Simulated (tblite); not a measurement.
Species: C₄H₉O₄P.
Bonds: C1–O2, O2–P3, P3–O4 (double), P3–O5, O5–C6, C6–C7, C7–C8, C8–O9, P3–O9. Hydrogens: H10, H11, H12 on C1; H13, H14 on C6; H15, H16 on C7; H17, H18 on C8.

Structure optimised with GFN2-xTB, isolated species.

Problem. What internal coordinates does the optimisation give?

Solution. 
| bond | length (Å) | order |
| --- | --- | --- |
| C1–O2 | 1.417 | single |
| O2–P3 | 1.622 | single |
| P3=O4 | 1.449 | double |
| P3–O5 | 1.594 | single |
| O5–C6, C8–O9 | 1.420 | single |
| C6–C7, C7–C8 | 1.524 | single |
| P3–O9 | 1.607 | single |
| C1–H10, C1–H11, C1–H12 | 1.091 | single |
| C6–H13, C8–H18 | 1.094 | single |
| C6–H14, C8–H17 | 1.096 | single |
| C7–H15 | 1.090 | single |
| C7–H16 | 1.091 | single |

Bonds in one row agree within 0.01 Å and their mean is given. Orders are formal, as drawn. A selection of angles:
| angle | degrees |
| --- | --- |
| C1–O2–P3 | 118.1 |
| O2–P3–O4 | 115.7 |
| O2–P3–O5 | 101.9 |
| O2–P3–O9 | 103.9 |
| O4–P3–O5 | 115.3 |
| O4–P3–O9 | 114.0 |
| O5–P3–O9 | 104.5 |
| P3–O5–C6 | 117.9 |
| O5–C6–C7 | 111.0 |
| C6–C7–C8 | 109.2 |

Dihedral angles: C1–O2–P3–O4 -20° (synperiplanar); O2–P3–O5–C6 -62° (synclinal); P3–O5–C6–C7 -55° (synclinal); O5–C6–C7–C8 59° (synclinal); C6–C7–C8–O9 -60° (synclinal); C7–C8–O9–P3 57° (synclinal); O2–P3–O9–C8 60° (synclinal). The mirror-image conformer, all signs reversed, is as good.

The 4 O–P bonds span 1.449 Å (P3=O4, drawn double) to 1.622 Å (O2–P3, drawn single), a spread of 0.173 Å. Of the pairs four or more bonds apart, O4···H10 is among the closest relative to their van der Waals radii: 2.38 Å, 88 % of the sum of Bondi's values. P3 (phosphoryl phosphorus) is distorted tetrahedral (angles from 101.9° to 115.7°). O5 (oxygen bonded to C and P) is bent (angle 117.9°). The 6-membered ring P3–O5–C6–C7–C8–O9 has internal angles of 104.5° to 117.9°; it is puckered, 0.22 Å rms from its mean plane, widest ring torsion 60°.

Point group: C1 (no symmetry element, even within 0.4 Å). Its GFN2-xTB frequencies are all real (lowest 31 cm⁻¹). The numbers are those of one conformer.

All values are computed, not measured.
